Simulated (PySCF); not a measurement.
Spin-rotation constants: `[SiH3][C@H](CCC)CF`, C5H13FSi

Geometry (Å), atoms numbered from 1 in this order:
```xyz
20

C     2.872   -0.155    0.289
C     1.453   -0.686    0.449
C     0.415    0.366    0.059
C    -1.033   -0.059    0.326
Si   -2.205    1.457    0.288
C    -1.502   -1.112   -0.666
F    -1.637   -0.568   -1.926
H     3.599   -0.911    0.578
H     3.061    0.125   -0.745
H     3.024    0.723    0.914
H     1.335   -1.578   -0.169
H     1.292   -0.980    1.490
H     0.522    0.609   -1.000
H     0.624    1.277    0.626
H    -1.081   -0.526    1.315
H    -2.083    2.146   -0.993
H    -3.575    0.987    0.504
H    -1.799    2.342    1.383
H    -2.489   -1.502   -0.394
H    -0.798   -1.944   -0.766
```

Computed with GIAO BHandHLYP/pcSseg-1 magnetisability, rotational g tensor and spin-rotation constants, non-relativistic, gas phase (PySCF). Geometry: GFN2-xTB.

Problem. Give the nuclear spin-rotation constants along the inertial axes (H = +C I·J) beside the isotropic shieldings.

Solution. Rotational constants 2.8528, 1.1425, 0.9195 GHz. A star marks the isotopologue with that one atom substituted, in its own axes.
```
atom  isotope  Caa (kHz)  Cbb (kHz)  Ccc (kHz)  mean (kHz)  σ (ppm)
  F7      19F      0.570     -0.013      0.432       0.330    434.2
  H8       1H     -0.050     -0.111     -0.074      -0.078     30.6
  H9       1H     -0.313     -0.105      0.000      -0.139     30.9
 H10       1H     -0.311      0.024     -0.104      -0.130     30.9
 H11       1H     -0.298      0.033     -0.102      -0.122     30.1
 H12       1H     -0.308     -0.106     -0.001      -0.138     30.9
 H13       1H     -0.299     -0.099      0.001      -0.132     30.2
 H14       1H     -0.298      0.020     -0.103      -0.127     30.7
 H15       1H     -0.325     -0.124      0.005      -0.148     31.3
 H16       1H     -0.261     -0.106      0.033      -0.111     28.1
 H17       1H     -0.016     -0.101     -0.051      -0.056     28.1
 H18       1H     -0.248      0.036     -0.089      -0.100     28.3
 H19       1H     -0.007     -0.103     -0.044      -0.052     27.3
 H20       1H      0.004     -0.040     -0.093      -0.043     26.9
  C1     13C*      0.374      0.166      0.131       0.224    169.2
  C2     13C*      0.441      0.200      0.126       0.256    159.7
  C3     13C*      0.418      0.195      0.161       0.258    154.5
  C4     13C*      0.478      0.195      0.132       0.268    157.0
 Si5    29Si*     -1.472     -0.627     -0.528      -0.876    419.2
  C6     13C*      0.777      0.301      0.168       0.415    103.1
```
For the geometry as given, no vibrational averaging.

Problem. How do the rotational constants and the g tensor change when H8, H9, H10, H11, H12, H13, H14, H15, H16, H17, H18, H19, H20 are replaced by deuterium?

Solution. Constants 2.3875, 0.9579, 0.7878 GHz; g -0.0134, -0.0070, -0.0048, against -0.0158, -0.0081, -0.0056 before.
